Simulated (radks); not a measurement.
Spherical quantum dot in the effective-mass picture: electrons in a parabolic well V = omega^2 r^2 / 2 with omega = 0.184, with a point charge +1 (a donor) at the centre, all in effective atomic units (hartree* = m*/eps^2 hartree, bohr* = eps/m* bohr), one dielectric constant everywhere. Method: non-relativistic Kohn-Sham, LDA (Slater exchange, Perdew-Wang correlation), spin-polarised, spherical densities; computed with a radial shooting solver with Libxc functionals. Levels are named by radial order and angular momentum (1s, 1p, 1d, 2s, ...), and open shells are averaged over m. Each electron was tried in the lowest free levels, single moves between levels near the top were tried too, and the lowest total energy was kept; such a search can miss a lower state. At N = 1 the Hartree and exchange-correlation terms need not cancel, so that row can carry a self-interaction error.

N	open shells	2S	mu = E(N) - E(N-1) (hartree*)	addition energy mu(N+1) - mu(N) (hartree*)	e(HOMO) (hartree*)	rms radius (bohr*)
1	1s(up 1, down 0)	1	-0.42978	0.5392	-0.19702	1.604
2	none	0	0.10943	0.5755	0.27687	2.053
3	1p(up 1, down 0)	1	0.68493	0.1913	0.77999	2.881
4	1p(up 2, down 0)	2	0.87623	0.1886	0.97165	3.345
5	1p(up 3, down 0)	3	1.0648	0.2219	1.1566	3.688
6	1p(up 3, down 1)	2	1.2867	0.1618	1.3676	3.989
7	1p(up 3, down 2)	1	1.4485	0.1597	1.5289	4.241
8	none	0	1.6081	0.1798	1.6867	4.464
9	2s(up 1, down 0)	1	1.7879	0.1694	1.8621	4.692
10	none	0	1.9573	0.1908	2.0324	4.899
11	1d(up 1, down 0)	1	2.1481	0.1352	2.2161	5.093
12	1d(up 2, down 0)	2	2.2833	0.1330	2.3502	5.268
13	1d(up 3, down 0)	3	2.4163	0.1308	2.4821	5.430
14	1d(up 4, down 0)	4	2.5471	0.1286	2.6118	5.580
15	1d(up 5, down 0)	5	2.6757	0.1515	2.7393	5.722
16	1d(up 5, down 1)	4	2.8272	0.1216	2.8882	5.858
17	1d(up 5, down 2)	3	2.9488	0.1202	3.0091	5.987
18	1d(up 5, down 3)	2	3.0689	0.1187	3.1285	6.110
19	1d(up 5, down 4)	1	3.1876	0.1172	3.2465	6.228
20	none	0	3.3048	0.1874	3.3629	6.340
21	1f(up 1, down 0)	1	3.4923	0.1108	3.5479	6.459
22	1f(up 2, down 0)	2	3.6031	0.1097	3.6581	6.572
23	1f(up 3, down 0)	3	3.7128	0.1086	3.7673	6.680
24	1f(up 4, down 0)	4	3.8214	0.1075	3.8754	6.783
25	1f(up 5, down 0)	5	3.9290	0.1064	3.9824	6.883
26	1f(up 6, down 0)	6	4.0354	0.1054	4.0883	6.980
27	1f(up 7, down 0)	7	4.1408	0.1252	4.1932	7.073
28	1f(up 7, down 1)	6	4.2660	0.1020	4.3171	7.165
29	1f(up 7, down 2)	5	4.3679	0.1012	4.4186	7.254
30	1f(up 7, down 3)	4	4.4691	0.1004	4.5194	7.341
31	1f(up 7, down 4)	3	4.5695	0.09957	4.6194	7.425
32	1f(up 7, down 5)	2	4.6690	0.09878	4.7186	7.507
33	1f(up 7, down 6)	1	4.7678	0.09799	4.8169	7.587
34	none	0	4.8658	0.1184	4.9146	7.665
35	2p(up 1, down 0)	1	4.9842	0.09788	5.0332	7.743
36	2p(up 2, down 0)	2	5.0821	0.09756	5.1310	7.818
37	2p(up 3, down 0)	3	5.1797	0.1120	5.2283	7.892
38	2p(up 3, down 1)	2	5.2917	0.09471	5.3391	7.965
39	2p(up 3, down 2)	1	5.3864	0.09441	5.4337	8.037
40	none	0	5.4808	0.1037	5.5279	8.107
41	1g(up 1, down 0)	1	5.5845	0.09069	5.6299	8.178
42	1g(up 2, down 0)	2	5.6751	-	5.7203	8.248

All shells are closed at N = 2, 8, 10, 20, 34, 40 (there: 1s2 1p6 1d10 2s2 1f14 2p6); the second difference of the energy has clear peaks (12 % above both neighbours; the first and last values, which can be the largest, are not judged, and half-filled shells can peak too) at N = 5, 10, 15, 20, 27, 34, 37.
